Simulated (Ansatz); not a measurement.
C₂H₆AlCl, charge -1, doublet, geometry from GFN2-xTB (such geometries of metal compounds can be far from the true shape) (a state made from the parent by changing its charge; the spin is typed, not shown lowest) (a gas-phase anion, which may not be bound at this level); CCSD(T)/STO-3G run with Ansatz (an electronic-structure program).

Ansatz was given this input:
Ansatz 0.2 input:
```yaml
crystal:
  periodic: [false, false, false]
  atoms:
    - {symbol: Al, position_ang: [0.36695933, 0.42865496, 0.48164830]}
    - {symbol: C, position_ang: [1.95692773, -0.65701044, -0.32656185]}
    - {symbol: H, position_ang: [1.69918177, -1.63745946, -0.75295763]}
    - {symbol: H, position_ang: [2.72486752, -0.85434747, 0.43432235]}
    - {symbol: H, position_ang: [2.46903929, -0.10900111, -1.13062786]}
    - {symbol: C, position_ang: [-0.55205430, -0.90172387, 1.80277609]}
    - {symbol: H, position_ang: [-0.81963055, -1.88313168, 1.38472315]}
    - {symbol: H, position_ang: [-1.48285509, -0.49444891, 2.22328960]}
    - {symbol: H, position_ang: [0.09686377, -1.11066967, 2.66467236]}
    - {symbol: Cl, position_ang: [-1.05218698, 0.58052645, -1.17306678]}
basis:
  gaussian:
    orbitals: STO-3G
total_charge: -1
magnetization: {spin_polarized: true, initial_magnetization: 1}
correlation: {method: ccsd_t}
```

It wrote (shortened):

```
Functional definition: HF
408 factors; integrals over basis functions are off by at most 5.0e-5 eV
mean field evaluation 1: about -21001.5340 eV, gradient 1.0e1 eV
mean field evaluation 2: about -21001.6421 eV, gradient 1.0e1 eV
mean field evaluation 4: about -21003.1944 eV, gradient 9.8e-1 eV
mean field evaluation 8: about -21003.2214 eV, gradient 1.2e-2 eV
mean field evaluation 16: about -21003.1222 eV, gradient 4.5e-1 eV
mean field -21003.22138642 eV, -771.8541494561 hartree, gradient 1.1e-6 eV, S^2 0.751230; 0 other end points of the search recorded, 0 dependent functions left out
12 core orbitals not correlated
reference -21003.22138642 eV, -771.8541494561 hartree; 13, 12 occupied and 9, 10 virtual orbitals, 408 factors
second order -3.37246756 eV of doubles, -0.00000000 eV of singles
cycle   1  -4.12829713 eV  change   -7.6e-1 eV  update   6.7e-2
cycle   2  -4.51071303 eV  change   -3.8e-1 eV  update   2.6e-2
cycle   3  -4.52757255 eV  change   -1.7e-2 eV  update   4.3e-3
cycle   4  -4.52899345 eV  change   -1.4e-3 eV  update   1.3e-3
cycle   5  -4.52921835 eV  change   -2.2e-4 eV  update   3.9e-4
cycle   6  -4.52906556 eV  change    1.5e-4 eV  update   1.5e-4
cycle   7  -4.52903730 eV  change    2.8e-5 eV  update   6.0e-5
cycle   8  -4.52905497 eV  change   -1.8e-5 eV  update   2.0e-5
perturbative correction -0.03414897 eV, -0.0012549517 hartree
Total energy: -21007.78459036 eV, -772.0218441080 hartree
```
